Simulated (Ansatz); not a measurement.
Start from `[AlH2][O]B1CC1` and change one atom or group to get `[AsH2]CB1CC1`.

Ansatz, PBE0-D4/def2-TZVP geometries, multiplicity 1. Each molecule was computed in one conformer, which needn't be the lowest.

Scalar relativity is left out up to krypton.

```json
{"property": "LUMO energy (B3LYP/def2-TZVPP) / eV", "`[AlH2][O]B1CC1`": "-1.47"}
{"property": "LUMO energy (PBE/def2-TZVPP) / eV", "`[AlH2][O]B1CC1`": "-2.00"}
{"property": "HOMO energy (PBE0/def2-TZVPP) / eV", "`[AlH2][O]B1CC1`": "-6.54"}
{"property": "LUMO energy (ωB97M-V/def2-TZVPP) / eV", "`[AlH2][O]B1CC1`": "0.33"}
{"property": "size of the dipole moment (PBE/def2-TZVPP) / D", "`[AlH2][O]B1CC1`": "0.74"}
{"property": "HOMO–LUMO gap (PBE0/def2-TZVPP) / eV", "`[AlH2][O]B1CC1`": "5.29"}
```

Give the same properties after the change, and the shifts. (Best estimate.)

Computed: 
```csv
property,`[AsH2]CB1CC1`,shift
LUMO energy (B3LYP/def2-TZVPP) / eV,-0.83,0.64
LUMO energy (PBE/def2-TZVPP) / eV,-1.56,0.44
HOMO energy (PBE0/def2-TZVPP) / eV,-6.91,-0.37
LUMO energy (ωB97M-V/def2-TZVPP) / eV,1.25,0.92
size of the dipole moment (PBE/def2-TZVPP) / D,0.67,-0.07
HOMO–LUMO gap (PBE0/def2-TZVPP) / eV,6.27,0.98
```

With PBE0 the HOMO falls by 0.37 eV and the LUMO rises by 0.61 eV, so the gap widens by about 0.98 eV. PBE moves the HOMO by -0.32 eV and ωB97M-V by -0.39 eV. Dipoles are sizes alone; their direction can turn.

B3LYP here is the variant with VWN-RPA as its local correlation; programs differ in this.
